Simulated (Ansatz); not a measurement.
`NC[SiH](O)F` → `NC(O)(F)[SiH3]`  (isomerisation)

Isolated molecules relaxed with PBE0-D4/def2-TZVP in Ansatz; ΔE leaves out vibrations. CCSD(T)/CBS is the MP2 limit (def2-TZVPP, def2-QZVPP) plus CCSD(T) − MP2 in def2-TZVPP, frozen cores. Functionals use def2-TZVPP. Each species was taken in one conformer, which may not be the lowest.

```json
{"level": "LDA (SPW92)", "ΔE (kJ/mol)": "319.9"}
{"level": "PBE-QIDH", "ΔE (kJ/mol)": "355.4"}
{"level": "r2SCAN", "ΔE (kJ/mol)": "343.3"}
{"level": "MP2/CBS(def2)", "ΔE (kJ/mol)": "377.2"}
```

Q: What does CCSD(T)/CBS give? (Best estimate.)

A: The calculation gave: +360.3 kJ/mol. The listed levels differ from it by -40.4, -4.9, -17.0, 16.9 kJ/mol.

Largest T1 diagnostic among the species: 0.012.

From BLYP to BHLYP (50 % exact exchange), in def2-TZVPP and without D4, ΔE moves by +22.4 kJ/mol. Leaving LDA and LC-ωPBE aside and taking each functional with its dispersion term where it has one, the values, not all of them listed here, spread over 34.4 kJ/mol, from revPBE-D4 to BHLYP-D4. LDA lies −4.8 kJ/mol from PBE without D4. At CCSD(T), def2-SVP lies −61.9 kJ/mol from the extrapolated value and def2-TZVPP −7.7 kJ/mol.

CCSD(T)/CBS has its own doubt, a few kJ/mol and more with outer-core shells, so smaller differences from it don't rank the levels.
